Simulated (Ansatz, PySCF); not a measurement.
Potential energy curve for AlBe (anion, charge -1), lowest singlet found (which spin is the ground state isn't settled by this scan). Each curve is given relative to its own lowest point between 1.89 and 2.47 Å, where full CI is lowest.

| R / Å | A | B | C |
|---|---|---|---|
| 1.57 | 140.8 | 147.2 | 152.7 |
| 1.71 | 77.2 | 80.9 | 85.8 |
| 1.81 | 47.2 | 49.4 | 53.9 |
| 1.89 | 30.2 | 31.3 | 35.5 |
| 1.96 | 19.4 | 19.8 | 23.6 |
| 2.08 | 7.5 | 7.1 | 9.8 |
| 2.11 | 5.6 | 5.1 | 7.4 |
| 2.19 | 2.0 | 1.4 | 3.0 |
| 2.26 | 0.4 | 0.0 | 0.8 |
| 2.35 | 0.0 | 0.1 | 0.0 |
| 2.47 | 1.3 | 2.6 | 1.4 |

Energies in mEh.

Problem. Match the curves with the methods PySCF with restricted B3LYP/6-31G*, spherical d; restricted MP2 (frozen core)/6-31G*, spherical d (PySCF); CCSD(T) on UHF/aug-cc-pVDZ, frozen core run with Ansatz (a first-principles code).

Solution. A is RKS-B3LYP/6-31G*; B is RMP2/6-31G*; C is UCCSD(T).

The scan ran from 1.57 to 7.37 Å; beyond the distances shown full CI changes its symmetry label. The restricted form behind RKS-B3LYP/6-31G*, RMP2/6-31G* keeps the bonding electrons paired and can't separate into open-shell fragments. Where the anion isn't bound against loss of the electron, the finite basis alone holds it. The unrestricted determinant behind UCCSD(T) is spin-contaminated at 1.57 to 2.47 Å (<S²> up to 1.8, against 0.00 for a pure singlet).
